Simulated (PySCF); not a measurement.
A side-by-side comparison of computed properties.

First species: 2,3-dimethylbutanoic acid, C6H12O2.
SMILES: `CC(C)[C@H](C)C(=O)O`

Second species: Glycidyl isopropyl ether, C6H12O2.
SMILES: `[C@H]1(CO1)COC(C)C`

Levels: PBE0/pcSseg-1 for dipole moment, HOMO energy, LUMO energy and HOMO–LUMO gap; GFN2-xTB for rotational constant A and rotational constant C. Geometries: GFN2-xTB. Each species is one conformer at its optimised geometry, gas phase, non-relativistic unless stated; the electronic structure was computed with PySCF and density fitting.

The conformers computed, where there is a choice (atom-mapped SMILES and torsion angles):
- `[CH3:1][CH:2]([CH3:3])[C@H:4]([CH3:5])[C:6](=[O:7])[OH:8]`: C1–C2–C4–C5 179°, C2–C4–C6–O7 73°, H–O8–C6–C4 179°
- `[CH3:1][CH:2]([CH3:3])[O:4][CH2:5][C@@H:6]1[CH2:7][O:8]1`: C1–C2–O4–C5 -163°, C2–O4–C5–C6 175°, O4–C5–C6–C7 -86°

```csv
property,column X,column Y
dipole moment,1.57 D,1.80 D
HOMO energy,-7.88 eV,-7.45 eV
LUMO energy,0.29 eV,1.39 eV
HOMO–LUMO gap,8.17 eV,8.84 eV
rotational constant A,2.425 GHz,5.225 GHz
rotational constant C,1.459 GHz,0.823 GHz
```

Which column belongs to which species?

Column X is the first species and column Y the second. The first has 20 atoms and 64 electrons, the second 20 and 64.

How does each property change from the first species to the second?

dipole moment +0.23 D; HOMO energy +0.43 eV; LUMO energy +1.10 eV; HOMO–LUMO gap +0.67 eV; rotational constant A +2.800 GHz; rotational constant C -0.636 GHz.

On the first: The dipole equals about 5.2 × 10⁻³⁰ C·m (1 D = 3.33564 × 10⁻³⁰ C·m). A dipole of 1.57 D is allowed in C1, and pure rotational transitions are dipole-allowed.

On the second: A dipole of 1.80 D is allowed in C1, and pure rotational transitions are dipole-allowed. The dipole matches unit charges of opposite sign 0.38 Å apart (1 e·Å = 4.8032 D).
